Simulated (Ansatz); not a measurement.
Relaxation of BH$_{5}$O$_{3}$ (9 atoms, charge 0, multiplicity 1), to a largest force component of 0.03 eV/Å in at most 50 steps.

These are results of Ansatz 0.2.0, RKS revPBE-D4/def2-SVP, not measurements.

```xyz
9
Properties=species:S:1:pos:R:3
B -0.581 -0.408 0.326
O 1.804 0.924 -0.283
O -0.694 -1.507 -0.493
O -1.316 0.720 0.049
H 1.493 0.687 0.610
H 0.067 -0.393 1.316
H 1.145 1.604 -0.523
H -0.093 -2.224 -0.228
H -1.826 0.598 -0.774
```

Q: Where does it end, and by what steps?

A: It converged. The force dipped under the threshold on the way, but the program's further checks kept it going. After 13 steps the energy has fallen by 0.074 eV; H5 moved furthest, 0.58 Å.

```tsv
step	energy less start (eV)	largest force component (eV/Å)	accepted
0	0.0000	0.811	yes
1	0.0045	1.750	no
2	-0.0299	0.461	yes
3	-0.0401	0.596	yes
4	-0.0513	0.274	yes
5	-0.0581	0.160	yes
6	-0.0555	0.857	no
7	-0.0619	0.162	yes
8	-0.0696	0.105	yes
9	-0.0690	0.358	no
10	-0.0732	0.026	yes
11	-0.0735	0.086	yes
12	-0.0738	0.032	yes
13	-0.0738	0.008	yes
```

```xyz
9
Properties=species:S:1:pos:R:3
B -0.607 -0.466 0.346
O 1.690 0.984 -0.384
O -0.693 -1.508 -0.542
O -1.199 0.738 0.019
H 1.953 1.042 0.554
H -0.111 -0.561 1.455
H 0.798 1.385 -0.358
H -0.225 -2.298 -0.221
H -1.606 0.684 -0.869
```

Run time: 16 s on 2 threads of AMD EPYC 7R43 64-Core Processor (Zen 3) (shared host), peak memory 0.16 GiB.
